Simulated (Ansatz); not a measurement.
**AlICl2 (SMILES [Cl][Al]([Cl])[I]): methods side by side**

AlICl2: 4 atoms, total charge 0, spin state singlet. As SMILES, `[Cl][Al]([Cl])[I]`. The shape is that of a PBE0-D4/def2-TZVP optimisation.

```
atom    x (Å)    y (Å)    z (Å)
  Cl   0.8401   0.6024   1.8448
  Al   0.0648  -0.0652   0.0411
  Cl   0.5467  -1.9690  -0.6248
   I  -1.3961   1.3716  -1.2813
```

Quantity: the vertical ionisation energy (to the doublet cation), in eV. The values are calculated.

```tsv
level	kind	program	value (eV)	less CCSD(T)/def2-SVP	CPU time (all runs)
BLYP/def2-SVP (core potential)	GGA	Ansatz	9.69	-0.44	40 s
revPBE/def2-SVP (core potential)	GGA	Ansatz	9.88	-0.25	36 s
r2SCAN/def2-SVP (core potential)	meta-GGA	Ansatz	10.23	+0.10	76 s
PBE0/def2-SVP (core potential)	global hybrid	Ansatz	10.35	+0.22	34 s
r2SCAN0/def2-SVP (core potential)	hybrid meta-GGA	Ansatz	10.49	+0.36	87 s
RPA@PBE0/def2-SVP (core potential)	RPA	Ansatz	10.11	-0.02	57 s
BCCD(T)/def2-SVP (core potential)	coupled cluster or CI	Ansatz	10.13	0.00	89 s
CCSD(T)/def2-SVP (core potential)	coupled cluster or CI	Ansatz	10.13	0.00	70 s
```

CCSD(T)/def2-SVP (core potential) is the highest level here, not the true value. Spin-orbit coupling is left out. The values span 9.69 to 10.49 eV. In the correlated wave-function rows the outer d shell of I is correlated, in sets not made for it. CPU times are rough (shared hosts, several kinds of processor and program).
